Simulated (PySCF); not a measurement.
**MCd for M along group 14**

PBE0 with double-zeta basis sets in PySCF, for the lowest determinant that a PBE0 search found; no spin–orbit coupling. De refers to high-spin ground-configuration atoms. A positive dipole means M(−)Cd(+).

| M | basis | state (unpaired electrons) | Re (Å) | ωe (cm⁻¹) | De (eV) | μ (D) |
| --- | --- | --- | --- | --- | --- | --- |
| C | def2-SVP | triplet (π ↑↑) | 2.181 | 403 | 1.00 | 2.99 |
| Si | def2-SVP | triplet (π ↑↑) | 2.577 | 225 | 0.80 | 2.72 |
| Sn | def2-SVP | triplet (π ↑↑) | 2.834 | 121 | 0.61 | 2.22 |
| Pb | def2-SVP | triplet (π ↑↑) | 2.905 | 103 | 0.55 | 1.85 |

The shortest bond is that of CdC (2.181 Å), the longest that of CdPb (2.905 Å).

Down a group the atoms grow and get heavier, so bonds lengthen and wavenumbers fall; this series shows no clear exception.

Spin–orbit coupling is left out, which matters for elements this heavy, above all for dissociation energies. States were picked by a PBE0 search and need not be the measured ground states.
